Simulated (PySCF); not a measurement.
## NMR data sheet: C₅H₃F₃O₄

- Formula: C5H3F3O4
- SMILES: O=C1OC[C@@H](C(F)(F)F)OC1=O
- Point group of the computed structure: C1
- Degrees of unsaturation: 3
- Carbon signals: 5
- Proton signals: 3

Numbering as in the mapped SMILES `[O:1]=[C:2]1[O:3][CH2:4][C@@H:5]([C:6]([F:7])([F:8])[F:9])[O:10][C:11]1=[O:12]`. Hydrogens are named by the atom that carries them. Ha(C4) is cis to C6 on the ring; Hb(C4) is trans to C6 on the ring.

A single conformation, relativity neglected, equivalent nuclei averaged, no solvent. Shielding tensors at PBE0/pcSseg-1 (GIAO); structure optimised with GFN2-xTB; PySCF 2.14.0 with density-fitted response routines.

Referencing at the same level of theory: TMS for ¹H (σ = 31.72 ppm) and ¹³C (σ = 186.93 ppm); ¹⁹F (σ = 170.95 ppm) against CFCl3; ¹⁷O (σ = 336.08 ppm) vs H2O.

| carbon | δC, type | δH (multiplicity) | HMBC from (2–3 bonds) | span of the C tensor (ppm) |
| --- | --- | --- | --- | --- |
| C2 | 156.8, C | – | Hb(C4), Ha(C4) | 169 |
| C4 | 67.6, CH2 | Hb(C4) 4.74 (m); Ha(C4) 4.67 (m) | H(C5) | 51 |
| C5 | 77.5, CH | 4.84 (m) | Hb(C4), Ha(C4) | 28 |
| C6 | 130.0, C | – | H(C5), Hb(C4), Ha(C4) | 10 |
| C11 | 155.4, C | – | H(C5) | 173 |

Other nuclei:
```tsv
atoms	nucleus	environment	δ (ppm)	σ (ppm)
F7/F8/F9	¹⁹F	fluorine of a CF3 group	-92.3	263.2
O12	¹⁷O	ester carbonyl oxygen	489.7	-153.6
O1	¹⁷O	ester carbonyl oxygen	488.0	-152.0
O10	¹⁷O	ester alkoxy oxygen	221.4	114.7
O3	¹⁷O	ester alkoxy oxygen	205.3	130.8
```

1. Carbon types of the structure: 3 × C, 1 × CH, 1 × CH2, which accounts for all hydrogens.
2. δC 156.8, 155.4: ester carbonyl carbon; lone-pair donation from the attached heteroatom keeps it upfield of a ketone carbonyl.
3. δC 130.0: CF3 carbon; 3 electronegative neighbours deshield it.
4. δC 77.5: sp3 CH bonded to O; deshielded by the electronegative neighbour.
5. δC 67.6: sp3 CH2 bonded to O; the inductive effect lowers its shielding.
6. δH 4.74, 4.67: hydrogen on an sp3 CH2 bonded to O; its carbon carries O, hence the downfield position.

Splittings by ¹⁹F in the carbon and heteronuclear signals aren't shown, as no couplings were computed. Shifts are as computed. Against solution values, carbons near 30 ppm lie about +3 ppm off and those near 130 ppm about +5 ppm. Of 1211 compounds with measured shifts, 218 miss one by over three times the rms of a fit or turn the order of signals round; such compounds aren't used in these exercises. Unscaled 19F shifts against computed CFCl3 carry errors that often reach 10 to 50 ppm. Unscaled 17O shifts of doubly bonded oxygen tend to come out too high, by tens of ppm or more. Experimental scales use liquid or dissolved standards, which lie at an offset from isolated H2O (liquid H2O: subtract about 36 ppm). No couplings were computed; multiplicities are counted from neighbouring protons, with m where these are inequivalent, close in shift, in a saturated or five-membered ring or joined by F or P, and br s for small geminal =CH2 splittings.
